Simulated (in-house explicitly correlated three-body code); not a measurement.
Results of a calculation; reference values are marked as such.
Two electrons around a charge Z: the exact Kohn-Sham energy parts

The exact non-relativistic ground state comes from a variational code in 260 exponentially correlated functions, the Kohn-Sham parts from inverting its density (past Z = 6 the correlation energy is taken as exact minus Hartree-Fock, equal to within microhartrees), and self-consistent runs (Hartree-Fock is restricted) from a B-spline radial code. Z may be fractional; the second electron is bound down to Z = 0.911.

E_c tends to a constant and T_c to −E_c as Z grows.

```csv
Z,E (Eh),E_x (Eh),E_c (mEh),T_c (mEh),−T_c/E_c,binding (eV)
1.02,-0.555503,-0.39560,-41.56,28.25,0.680,0.9607
1.145,-0.747666,-0.48133,-40.54,30.10,0.743,2.508
1.36,-1.152101,-0.62061,-40.65,32.44,0.798,6.185
1.52,-1.513220,-0.72230,-41.02,33.79,0.824,9.742
1.72,-2.036623,-0.84855,-41.51,35.15,0.847,15.17
2.08,?,?,?,?,?,?
2.32,-4.086594,-1.22526,-42.67,37.94,0.889,37.97
2.62,?,?,?,?,?,?
3,-7.279913,-1.65106,-43.52,39.83,0.915,75.65
3.36,-9.344789,-1.87632,-43.84,40.53,0.925,100.7
4.2,-15.170662,-2.40170,-44.38,41.72,0.940,172.8
4.6,-18.440830,-2.65183,-44.58,42.14,0.945,213.9
```

What belongs in the row Z = 2.62?

E (Eh): -5.381450; E_x (Eh): -1.41319; E_c (mEh): -43.09; T_c (mEh): 38.89; −T_c/E_c: 0.902; binding (eV): 53.04.

What belongs in the row Z = 2.08?

E (Eh): -3.180252; E_x (Eh): -1.07478; E_c (mEh): -42.26; T_c (mEh): 37.00; −T_c/E_c: 0.876; binding (eV): 27.68.

Where is correlation strongest relative to exchange?

E_c/E_x falls from 0.105 at Z = 1.02 to 0.0168 at Z = 4.6, since exchange grows as Z while correlation stays near −0.045 hartree. The smaller −T_c/E_c at low Z marks the more static, in-out correlation of a loosely bound pair.
